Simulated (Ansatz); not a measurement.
Ansatz (a first-principles code) job for C3H6FNSi, SMILES F[SiH2]N1C=CC1, PBE/def2-SVPD. Geometry: PBE-D3(BJ)/def2-SVP. The structure was generated by enumeration, and PubChem lists no compound with its InChIKey, so it may never have been made. One conformer was computed; it need not be the lowest.

Ansatz 0.2 input:
```yaml
crystal:
  periodic: [false, false, false]
  atoms:
    - {symbol: F, position_ang: [1.99913061, -0.11437268, 1.22103577]}
    - {symbol: Si, position_ang: [1.37535437, 0.04478670, -0.29270056]}
    - {symbol: N, position_ang: [-0.35085286, 0.00625754, -0.35798448]}
    - {symbol: C, position_ang: [-1.35595552, -0.99174850, -0.31792026]}
    - {symbol: C, position_ang: [-2.39373696, -0.15751952, -0.03362123]}
    - {symbol: C, position_ang: [-1.41691375, 1.00515379, -0.02331881]}
    - {symbol: H, position_ang: [1.80306711, 1.38891826, -0.79076492]}
    - {symbol: H, position_ang: [1.87359739, -1.11820395, -1.09148989]}
    - {symbol: H, position_ang: [-1.20131501, -2.06785918, -0.49346021]}
    - {symbol: H, position_ang: [-3.47490772, -0.25410800, 0.10003667]}
    - {symbol: H, position_ang: [-1.25138486, 1.50214421, 0.95654754]}
    - {symbol: H, position_ang: [-1.54058612, 1.77233132, -0.81733007]}
basis:
  gaussian:
    orbitals: def2-SVPD
hamiltonian:
  xc: {name: PBE}
```

Program output:

```
WARN ansatz: RAYON_NUM_THREADS=2 ignored (pool sized by the plan → 2); use --threads N
Functional definition: PBE
integrals: 0.11 GiB planned
1479 factors; their error is unknown
mean field: 0.76 GiB planned
mean field evaluation 1: about -15263.5545 eV, gradient 6.6e1 eV
mean field evaluation 2: about -15224.9659 eV, gradient 1.4e2 eV
mean field evaluation 4: about -15273.1850 eV, gradient 1.3e1 eV
mean field evaluation 8: about -15273.4975 eV, gradient 1.4e-1 eV
mean field evaluation 16: about -15273.4173 eV, gradient 3.1e-4 eV
mean field -15273.41732732 eV, -561.2877340850 hartree, gradient 2.9e-5 eV, S^2 0.000000; 0 other end points of the search recorded, 0 dependent functions left out
reference -15273.41737676 eV, -561.2877359017 hartree; 27, 27 occupied and 148, 148 virtual orbitals, 1479 factors
Total energy: -15273.41737676 eV, -561.2877359017 hartree
```

The run converged.
